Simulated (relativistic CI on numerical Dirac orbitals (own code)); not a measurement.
## Ti²⁺: resonant inelastic scattering at the M2,3 edge

Computed with this model: Dirac-Coulomb-Breit CI, KLI orbitals optimised for each configuration, model QED (radiative potential, 1s self-energy scaled to tabulated hydrogen-like ionisation energies), valence Slater integrals scaled by 0.8, Kramers-Heisenberg scattering through one core-hole configuration in a parametric crystal field; configurations [Ar] 3d2 → [Ne] 3s2 3p5 3d3; 300 K; core-hole width 1.2 eV; summed over polarisations. Incident energies are the highest absorption maxima for each field (at most a few, so the weaker spin-orbit partner edge can be absent), on the computed scale of the free ion. Intensities are in per cent of the strongest line above 0.02 eV; levels within 1 cm⁻¹ are merged; final levels count from the ground level, the first row holds all elastic scattering, lines under 0.4 are left out and each table stops after 24 rows. The scale of the Slater integrals is a model choice and moves the terms in proportion.

Field parameters in Wybourne normalisation: Oh B⁴₀ = 21Dq, B⁴₄ = √(5/14) B⁴₀; Td as Oh with Dq negative (B⁴₀ = 21Dq, B⁴₄ = √(5/14) B⁴₀). The field is a parameter set, without covalency.

S is read from ⟨S²⟩ = S(S + 1).

Oh, 10Dq = 7700 cm⁻¹:

```csv
Final level (eV),Degeneracy,Irrep,S,41.5 eV,46 eV,48.6 eV
0.000,2,E,1.00,115.8,297.7,78.5
0.001,3,T2,1.00,10.8,34.9,9.2
0.019,3,T1,1.00,8.8,50.4,10.5
0.028,1,A1,1.00,3.0,20.8,3.6
0.841,1,A2,1.00,8.2,11.5,13.4
0.844,3,T2,1.00,22.0,35.0,35.8
0.851,3,T1,1.00,16.5,29.0,27.2
0.851,2,E,1.00,10.4,19.5,18.1
1.238,3,T2,0.00,0.0,0.4,0.1
1.803,3,T2,1.00,3.9,100.0,37.8
2.040,1,A1,1.00,0.2,3.8,14.6
2.046,3,T1,1.00,0.9,10.9,37.5
2.056,3,T2,1.00,1.3,11.0,27.1
2.056,2,E,1.00,0.8,7.0,18.3
2.296,3,T2,0.00,0.1,0.4,0.2
```

Td, 10Dq = -6200 cm⁻¹:

```tsv
Final level (eV)	Degeneracy	Irrep	S	41.7 eV	46.3 eV	48.9 eV
0.000	3	T2	1.00	113.2	265.7	51.9
0.763	1	A2	1.00	8.2	10.8	8.7
0.766	3	T2	1.00	25.3	35.4	25.8
0.771	2	E	1.00	18.6	24.7	16.5
0.772	3	T1	1.00	28.2	36.7	25.0
1.271	2	E	0.86	2.5	51.2	8.0
1.277	3	T2	1.00	4.7	100.0	15.0
1.294	3	T1	1.00	4.1	90.3	11.7
1.302	1	A1	1.00	1.3	28.6	3.4
1.305	2	E	0.31	0.7	15.2	2.1
2.024	3	T2	0.01	0.1	0.4	0.1
2.332	1	A1	1.00	0.0	1.5	12.4
2.337	3	T1	1.00	0.0	5.2	36.0
2.346	2	E	1.00	0.0	4.6	22.2
2.347	3	T2	1.00	0.0	6.9	33.4
```

For the first field the strongest loss at the lowest incident energy is the level at 0.84 eV (S = 1.00, against 1.00 in the thermal ground state).
